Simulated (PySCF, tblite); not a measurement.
Parent: `[CH3:1][CH2:2][CH2:3][CH2:4][PH2+:5][CH3:6]` (charge +1) with C1–C2–C3–C4 -175°, C2–C3–C4–P5 -52°, C3–C4–P5–C6 -164°, [C5H14P]+.

Structures optimised with GFN2-xTB, isolated species. One conformer each, not checked by frequencies here.

```csv
coordinate of the parent,value
C1–C2,1.523 Å
C2–C3,1.526 Å
C3–C4,1.532 Å
C4–P5,1.812 Å
P5–C6,1.801 Å
C1–C2–C3,111.6°
C2–C3–C4,112.1°
C3–C4–P5,112.5°
C4–P5–C6,111.7°
```

Task: In one relative the bonds that all share with the parent change as follows (parent's numbers): C3–C4 +0.003, C4–P5 +0.035, P5–C6 0.000 Å. Which is it?
A. `[CH3:1][CH2:2][PH2+:3][CH3:4]` (charge +1) with C1–C2–P3–C4 180°
B. `[CH2:1]=[CH:2][P@H+:3]([CH3:4])[CH2:5][CH2:6][CH2:7][CH3:8]` (charge +1) with C1–C2–P3–C4 -121°, C2–P3–C5–C6 174°, P3–C5–C6–C7 56°, C5–C6–C7–C8 174°
C. `[CH3:1][PH2+:2][CH2:3][C:4]#[N:5]` (charge +1) with C1–P2–C3–C4 -57°
D. `[CH3:1][CH2:2][C:3]([CH3:4])([CH3:5])[PH2+:6][CH3:7]` (charge +1) with C1–C2–C3–C4 172°, C2–C3–P6–C7 52°
E. `[CH3:1][CH2:2][CH2:3][CH2:4][P@@H+:5]([CH3:6])[CH2:7][PH2:8]` (charge +1) with C1–C2–C3–C4 175°, C2–C3–C4–P5 56°, C3–C4–P5–C6 52°, C4–P5–C7–P8 64°, P5–C7–P8–H 83° and 176°

Result: D. The changes in all of them (Å):

| SMILES | C3–C4 | C4–P5 | P5–C6 |
| --- | --- | --- | --- |
| CCCC[P@@H+](C)CP | -0.003 | 0.000 | +0.003 |
| CCC(C)(C)[PH2+]C | +0.003 | +0.035 | 0.000 |
| C=C[P@H+](C)CCCC | -0.002 | +0.007 | +0.004 |
| CC[PH2+]C | -0.003 | 0.000 | -0.001 |
| C[PH2+]CC#N | -0.080 | +0.009 | -0.005 |

Atoms are paired thus: CCCC[P@@H+](C)CP: C1 = C1, C2 = C2, C3 = C3, C4 = C4, P5 = P5, C6 = C6; CCC(C)(C)[PH2+]C: C2 = C1, C3 = C2, C4 = C3, P5 = P6, C6 = C7; C=C[P@H+](C)CCCC: C1 = C8, C2 = C7, C3 = C6, C4 = C5, P5 = P3, C6 = C4; CC[PH2+]C: C3 = C1, C4 = C2, P5 = P3, C6 = C4; C[PH2+]CC#N: C3 = C4, C4 = C3, P5 = P2, C6 = C1.

The numbers are calculated, not measured.
